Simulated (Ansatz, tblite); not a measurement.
Removing and adding an electron: `COc1ccc(-c2ccc(C#Cc3ccc(C#Cc4ccc(C#Cc5ccc(C#Cc6ccc(C#Cc7ccc(C#Cc8ccc(C(F)=C(F)F)cc8)cc7)cc6)cc5)cc4)cc3)cc2)cc1`. Charge 0, multiplicity 1. Geometry: r2SCAN-D4/def2-SVP. Ansatz, gas phase; energy differences of separate SCF runs; the oxidised species was run as a doublet alone; the reduced species was run as a doublet alone.

The xTB rows come from tblite. Single mean-field runs in def2-TZVP are fitted with def2-universal-jkfit.

| level | −HOMO (eV) | vertical IE (eV) | −LUMO (eV) | vertical EA (eV) | HOMO–LUMO gap (eV) | IE − EA (eV) |
| --- | --- | --- | --- | --- | --- | --- |
| GFN2-xTB | 9.76 | 10.71 | 8.05 | 7.02 | 1.70 | 3.68 |
| PBE-D4/def2-TZVP | 4.89 | 5.79 | 3.17 | 2.30 | 1.73 | 3.49 |

**Question.** Estimate the rows for GFN1-xTB, PBE0-D4/def2-TZVP.

**Answer.** 
```json
{"level": "GFN1-xTB", "−HOMO (eV)": "10.74", "vertical IE (eV)": "11.64", "−LUMO (eV)": "8.91", "vertical EA (eV)": "7.97", "HOMO–LUMO gap (eV)": "1.83", "IE − EA (eV)": "3.68"}
{"level": "PBE0-D4/def2-TZVP", "−HOMO (eV)": "5.64", "vertical IE (eV)": "6.30", "−LUMO (eV)": "2.60", "vertical EA (eV)": "1.99", "HOMO–LUMO gap (eV)": "3.04", "IE − EA (eV)": "4.31"}
```

 Raw xTB energy differences between charge states are shifted by several eV; the methods need an empirical correction for them. Sets without diffuse functions give affinities that are too small.
